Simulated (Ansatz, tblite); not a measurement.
Cost and result up the ladder for [SiF5]- (SiF₅⁻) (6 atoms). Total charge -1; singlet. Geometry: PBE0-D4/def2-SVPD.

Cartesian coordinates in Å:
```
Si 0.000 0.000 0.000
F -0.219 -1.673 0.023
F 0.218 1.674 -0.024
F -1.421 0.197 0.824
F 0.003 -0.024 -1.654
F 1.420 -0.174 0.831
```

Ansatz on 4 threads of Intel Xeon on a shared host; xTB runs through tblite on one thread. Times are rough, summed over both states, and most runs start from the orbitals of an earlier one. No level here is sound enough to serve as a yardstick. The other state is a doublet.

The xTB rows come from tblite. Correlated methods freeze 10 core orbitals. The rows differ in basis, and correlated rows in double-zeta sets carry the largest basis error. In CCSD on the charge 0 doublet the largest single amplitude is 0.35, so its Hartree–Fock determinant may place the open shell otherwise than the density functionals do. HOMO above LUMO, or a gap near zero within one spin, warns that the state may not be the lowest or that an electron is smeared out.

Run but left out: HF/def2-SVPD, MP2/def2-SVPD (neutral doublet: a determinant that CCSD turns far, T1 0.057); PBE-D4/def2-TZVPD (neutral doublet: an occupied level 0.06 eV above an empty one).

Correlated methods converge slowly with the basis, most of all in double-zeta sets.

Raw xTB energies of ions are shifted by several eV.

```
                             level  functions  vertical IE (eV)                                  remarks
                 CCSD(T)/def2-SVPD        139              8.78               large T1 (0.057) (doublet)
                          GFN1-xTB         29             11.27                                        –
r2SCAN-D4/def2-TZVPD (with forces)        243              6.98  gap within one spin near zero (doublet)
                          GFN2-xTB         29             11.56                                        –
```

Problem. Estimate how long each takes.

Solution. GFN1-xTB 0.015 s; GFN2-xTB 0.015 s; r2SCAN-D4/def2-TZVPD (with forces) 15 s; CCSD(T)/def2-SVPD 2.5 min. On shared hardware such times vary by a factor of up to 3.
